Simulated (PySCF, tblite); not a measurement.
Isomers of C7H13FO2. All values are computed: GFN2-xTB (tblite) harmonic vibrations without scaling, gas phase. Against measured fundamentals such values can be off by several per cent, at times by over 20. One conformer each.

Electronic energies: PBE0-D3(BJ)/def2-SVP at its own geometries (PySCF, gas phase).

```
                  SMILES  electronic energy, lowest = 0 (kJ/mol)
       CCO/C(OC)=C(/C)CF                                    68.8
CC[C@@]1(O[C@H](C)F)CCO1                                     0.0
       CCO/C(OC)=C(\C)CF                                    72.9
```

Question: How do GFN2-xTB zero-point energies change the relative energies?

Answer: 
```tsv
SMILES	ZPE (kJ/mol)	of it from modes above 1550 cm⁻¹	electronic (kJ/mol)	with ZPE, lowest = 0 (kJ/mol)	lowest mode (cm⁻¹)	rings
CC[C@@]1(O[C@H](C)F)CCO1	503.9	234.3	0.0	0.0	49	1
CCO/C(OC)=C(/C)CF	496.7	243.4	68.8	61.6	39	0
CCO/C(OC)=C(\C)CF	495.7	242.9	72.9	64.8	20	0
```

The zero-point energies span 8.2 kJ/mol, from `CCO/C(OC)=C(\C)CF` to `CC[C@@]1(O[C@H](C)F)CCO1`. The order is unchanged.

Question: And how do the electronic energies of GFN2-xTB itself compare?

Answer: `CC[C@@]1(O[C@H](C)F)CCO1` 0.0; `CCO/C(OC)=C(/C)CF` 56.6; `CCO/C(OC)=C(\C)CF` 62.3 kJ/mol, lowest = 0. Against the energies above, taken from the same isomer `CC[C@@]1(O[C@H](C)F)CCO1`, the largest difference is 12.2 kJ/mol. The two levels were optimised apart and needn't hold the same conformer.
